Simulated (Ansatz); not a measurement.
Basis sets compared for In₂Se₃. The state is a singlet with charge 0. Geometry B3LYP-D4/def2-SVP. Ansatz on 4 threads of Arm Neoverse V1 on a shared host; times are rough, and most runs start from earlier orbitals.

```csv
atom,x (Å),y (Å),z (Å)
In1,-1.616,-0.794,1.652
In2,0.090,-0.186,-2.237
Se3,0.996,-1.501,0.367
Se4,1.407,0.865,0.179
Se5,-0.878,1.615,0.039
```

In the def2 sets In takes a core potential; there is no spin–orbit coupling. The structure comes from a short search, and lower isomers may exist.

Binding counts from free atoms (In doublet, Se triplet) in the same basis, without a counterpoise term.

```json
{"level": "PBE-D4/def2-SVP", "functions": "148", "energy (Eh)": "-7583.1779", "HOMO (eV)": "-4.71", "LUMO (eV)": "-2.75", "binding per atom (eV)": "2.52", "wall time": "2.2 s"}
{"level": "PBE-D4/def2-TZVP", "functions": "244", "energy (Eh)": "-7584.0720", "HOMO (eV)": "-4.77", "LUMO (eV)": "-2.83", "binding per atom (eV)": "2.52", "wall time": "4.9 s"}
{"level": "r2SCAN-D4/def2-TZVP", "functions": "244", "energy (Eh)": "-7585.2276", "HOMO (eV)": "-5.00", "LUMO (eV)": "-2.78", "binding per atom (eV)": "2.39", "wall time": "11 s"}
{"level": "PBE0-D4/def2-SVP", "functions": "148", "energy (Eh)": "-7583.3866", "HOMO (eV)": "-5.63", "LUMO (eV)": "-1.94", "binding per atom (eV)": "2.37", "wall time": "4.4 s"}
{"level": "PBE0-D4/def2-TZVP", "functions": "244", "energy (Eh)": "-7584.2795", "HOMO (eV)": "-5.66", "LUMO (eV)": "-2.02", "binding per atom (eV)": "2.37", "wall time": "15 s"}
```

(1) Estimate the rows for PBE-D4/def2-TZVPD, r2SCAN-D4/def2-TZVPD, PBE0-D4/def2-TZVPD.

Answers

(1) 
```
               level  functions  energy (Eh)  HOMO (eV)  LUMO (eV)  binding per atom (eV)  wall time
   PBE-D4/def2-TZVPD        283   -7584.0732      -4.79      -2.87                   2.52        8 s
r2SCAN-D4/def2-TZVPD        283   -7585.2288      -5.00      -2.79                   2.39       15 s
  PBE0-D4/def2-TZVPD        283   -7584.2806      -5.67      -2.07                   2.37       16 s
```
